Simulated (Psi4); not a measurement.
AlBr$_{3}$, charge +1, doublet, geometry from GFN2-xTB (such geometries of metal compounds can be far from the true shape) (a state made from the parent by changing its charge; the spin is typed, not shown lowest); REVPBE/def2-SVP (Psi4 1.11).

The Psi4 input:
```
memory 2 GB

molecule {
1 2
Al    0.00000000   -0.00000000    0.00000000
Br   -1.81562918   -1.35122235   -0.10545158
Br   -0.01559147    2.00311850   -1.05863327
Br    1.83122065   -0.65189615    1.16408485
}

set {
  basis def2-svp
  reference uks
  scf_type pk
  puream true
  d_convergence 1e-8
  dft_radial_points 99
  dft_spherical_points 590
}

energy('revpbe')
print_variables()
```

It wrote (shortened):

```
   => Loading Basis Set <=

    Name: DEF2-SVP
    Role: ORBITAL
    Keyword: BASIS

         ---------------------------------------------------------
                                   SCF
               by Justin Turney, Rob Parrish, Andy Simmonett
                          and Daniel G. A. Smith
                              UKS Reference
         ---------------------------------------------------------

  ==> Geometry <==

    Molecular point group: c2v
    Full point group: D1h

    Geometry (in Angstrom), charge = 1, multiplicity = 2:

       Center              X                  Y                   Z               Mass
    ------------   -----------------  -----------------  -----------------  -----------------
         AL          -0.000000000000     0.000000000000     0.000000000000    26.981538530000
         BR          -1.962160388684    -0.000000000000    -1.132853832069    78.918337600000
         BR          -0.000000000000     0.000000000000     2.265707664137    78.918337600000
         BR           1.962160388684     0.000000000000    -1.132853832069    78.918337600000

  Running in c2v symmetry.

  Rotational constants: A =      0.02774  B =      0.02774  C =      0.01387 [cm^-1]
  Rotational constants: A =    831.64938  B =    831.64937  C =    415.82469 [MHz]
  Nuclear repulsion =  814.365925524207682

  Charge       = 1
  Multiplicity = 2
  Electrons    = 117
  Nalpha       = 59
  Nbeta        = 58

  ==> Algorithm <==

  SCF Algorithm Type is PK.
  DIIS enabled.
  MOM disabled.
  Fractional occupation disabled.
  Guess Type is SAD.
  Energy threshold   = 1.00e-06
  Density threshold  = 1.00e-08
  Integral threshold = 1.00e-12

  ==> Primary Basis <==

  Basis Set: DEF2-SVP
    Blend: DEF2-SVP
    Number of shells: 44
    Number of basis functions: 114
    Number of Cartesian functions: 124
    Spherical Harmonics?: true
    Max angular momentum: 2

  ==> DFT Potential <==

   => LibXC <=

    Version 7.1.2
    S. Lehtola, C. Steigemann, M. J. T. Oliveira, and M. A. L. Marques,  SoftwareX 7, 1–5 (2018) (10.1016/j.softx.2017.11.002)

   => Composite Functional: REVPBE <=

    revPBE GGA Exchange-Correlation Functional

    Y. Zhang and W. Yang, Phys. Rev. Lett. 80, 890, 1998

    Deriv               =              1
    GGA                 =           TRUE
    Meta                =          FALSE

    Exchange Hybrid     =          FALSE
    MP2 Hybrid          =          FALSE

   => Exchange Functionals <=

[...]
   @S^2 Expected:                7.500000000E-01
   @S^2 Observed:                7.514552344E-01
   @S   Expected:                5.000000000E-01
   @S   Observed:                5.000000000E-01

    Orbital Energies [Eh]
    ---------------------

    Alpha Occupied:

[...]
    Alpha Virtual:

[...]
      33B1     3.327428

    Beta Occupied:

[...]
       6A2    -0.476073

    Beta Virtual:

[...]
    Final Occupation by Irrep:
             A1    A2    B1    B2
    DOCC [    25,    6,   17,   10 ]
    SOCC [     0,    0,    1,    0 ]
    NA   [    25,    6,   18,   10 ]
    NB   [    25,    6,   17,   10 ]

  @UKS Final Energy: -7963.00482610313065

   => Energetics <=

    Nuclear Repulsion Energy =            814.3659255242076824
    One-Electron Energy =              -12682.9215070705467951
    Two-Electron Energy =                4197.2128390039506485
    DFT Exchange-Correlation Energy =    -291.6620835607419053
    Empirical Dispersion Energy =           0.0000000000000000
    VV10 Nonlocal Energy =                  0.0000000000000000
    Total Energy =                      -7963.0048261031306538

  UHF NO Occupations:
  HONO-2 :   17 B1 1.9997901
  HONO-1 :   25 A1 1.9997900
  HONO-0 :   18 B1 1.0000000
  LUNO+0 :   26 A1 0.0002100
  LUNO+1 :   19 B1 0.0002099
  LUNO+2 :   11 B2 0.0000659
  LUNO+3 :   27 A1 0.0000572

Computation Completed

Properties will be evaluated at   0.000000,   0.000000,   0.000000 [a0]

Properties computed using the SCF density matrix

 Multipole Moments:

 ------------------------------------------------------------------------------------
     Multipole            Electronic (a.u.)      Nuclear  (a.u.)        Total (a.u.)
 ------------------------------------------------------------------------------------

 L = 1.  Multiply by 2.5417464519 to convert [e a0] to [Debye]
 Dipole X            :          0.0000000            0.0000000            0.0000000
 Dipole Y            :          0.0000000            0.0000000            0.0000000
 Dipole Z            :         -0.0000035            0.0000000           -0.0000035
 Magnitude           :                                                    0.0000035

 ------------------------------------------------------------------------------------

  Variable Map:
  ----------------------------------------------------------------------------
[...]
  Array Variable Map:
  ----------------------------------------------------------------------------
[...]
[...]
```
